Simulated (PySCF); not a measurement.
CeF: energy against distance

Set-up: PySCF, spin-free X2C with a Gaussian nucleus, basis sets Ce x2c-SVPall, F x2c-SVPall. Energies in eV from Ce (4f1 5d1 6s2) + F in their ground configurations at the same level. State: quartet, about 1.2 electrons in the 4f shell (Mulliken), real f orbitals that mix terms.

| R (Å) | r²SCAN | M06-2X | UHF-CCSD | PBE |
| --- | --- | --- | --- | --- |
| 1.730 | -5.853 | -4.879 |  | -6.184 |
| 1.810 | -6.535 | -5.600 | -5.653 | -6.842 |
| 1.890 | -6.922 | -6.012 | -6.089 | -7.207 |
| 1.951 | -7.053 | -6.169 | -6.261 | -7.335 |
| 2.011 | -7.101 | -6.227 | -6.332 | -7.368 |
| 2.071 | -7.077 | -6.207 | -6.324 | -7.328 |
| 2.152 | -6.960 | -6.090 | -6.218 | -7.190 |
| 2.252 | -6.664 | -5.841 | -5.979 | -6.924 |
| 2.373 | -6.262 | -5.450 | -5.591 | -6.523 |
| 2.534 | -5.662 | -4.851 |  | -5.932 |

Q: Put a parabola through the three lowest points of the M06-2X curve and estimate Re, k and ωe (reduced mass 16.73 u; 1 eV/Å² = 0.16022 mdyn/Å; ωe = 1302.8·√(k/μ) cm⁻¹).

A: Through R = 1.951, 2.011, 2.071 Å the second-order coefficient is 10.8 eV/Å², so Re ≈ 2.026 Å, k ≈ 3.47 mdyn/Å and ωe ≈ 593 cm⁻¹. A polynomial fit of higher order to the unrounded M06-2X energies gives Re = 2.024 Å, k = 3.21 mdyn/Å, ωe = 571 cm⁻¹; anharmonicity and rounding make the difference.

The higher-order fit for each curve: M06-2X: Re = 2.024 Å, ωe = 571 cm⁻¹, De = 6.23 eV; UHF-CCSD: Re = 2.033 Å, ωe = 568 cm⁻¹, De = 6.34 eV; PBE: Re = 2.005 Å, ωe = 578 cm⁻¹, De = 7.37 eV. R²SCAN gives no reliable minimum on this grid.

Correlated steps freeze 19 core orbitals. Correlated levels converge slowly with the basis: in double zeta they bind strong bonds too weakly, by up to about 1 eV, and carry superposition errors of some tenths. Spin–orbit coupling is left out, which matters for elements this heavy, above all for dissociation energies. Counting both spins, an empty level lies below a filled one in some of these solutions, because spin and occupation are held. With d or f electrons several states lie close, and the lowest PBE0 determinant need not be the measured ground state.
